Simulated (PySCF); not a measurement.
Excitations are Tamm–Dancoff values on a coarser integration grid. The basis has no diffuse functions, so Rydberg states are missing or too high.

Cartesian coordinates (Å):
SMILES: CB(S)S
```xyz
9

C     -0.0018    -0.9329    -0.1668
B     -0.0180     0.6176    -0.4042
S      1.5111     1.5694    -0.6110
S     -1.5325     1.6015    -0.4956
H     -0.9943    -1.3713    -0.0593
H      0.5708    -1.1733     0.7338
H      0.5006    -1.4387    -0.9966
H      2.3608     0.5363    -0.4866
H     -2.3967     0.5914    -0.3068
```
Charge 0, spin multiplicity 1.

What LUMO, brightest of the four lowest singlets (TDA) and total energy does PySCF 2.14.0 with ωB97X-D3(BJ)/def2-TZVP // B3LYP-D3(BJ)/def2-TZVP give?


```
Item                                               Result
-------------------------------------------  ------------
LUMO                                              1.56 eV
brightest of the four lowest singlets (TDA)       6.32 eV
total energy                                 -23470.92 eV
```
